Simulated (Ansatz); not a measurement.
## Ansatz (development build ahead of 0.2.0) run

```yaml
crystal:
  periodic: [false, false, false]
  atoms:
    - { symbol: H, position_ang: [0.13325, -0.04198, -2.51811] }
    - { symbol: H, position_ang: [-0.08324, 0.17947, -1.39565] }
    - { symbol: H, position_ang: [-0.12261, 0.08185, -0.33985] }
    - { symbol: H, position_ang: [0.12088, 0.01329, 0.63378] }
    - { symbol: H, position_ang: [-0.13844, -0.01371, 1.28131] }
    - { symbol: H, position_ang: [0.00488, 0.15498, 2.24868] }
basis:
  gaussian: { orbitals: "6-31G" }
hamiltonian:
  xc: hf
output:
  forces: true
```

The input is written out in the form of the current development build from the run's settings.

The run gave:

- Converged: yes
- Total energy: -3.14252 hartree

Forces (eV/Å):
```json
{"atom": "H1", "Fx": "-0.883", "Fy": "0.938", "Fz": "4.002"}
{"atom": "H2", "Fx": "0.941", "Fy": "-0.954", "Fz": "-5.287"}
{"atom": "H3", "Fx": "0.874", "Fy": "-0.272", "Fz": "3.194"}
{"atom": "H4", "Fx": "1.765", "Fy": "0.510", "Fz": "-10.819"}
{"atom": "H5", "Fx": "-2.110", "Fy": "0.414", "Fz": "11.242"}
{"atom": "H6", "Fx": "-0.587", "Fy": "-0.636", "Fz": "-2.332"}
```

Caution: stretched shape with no unrestricted run beside it, a lower state can exist.
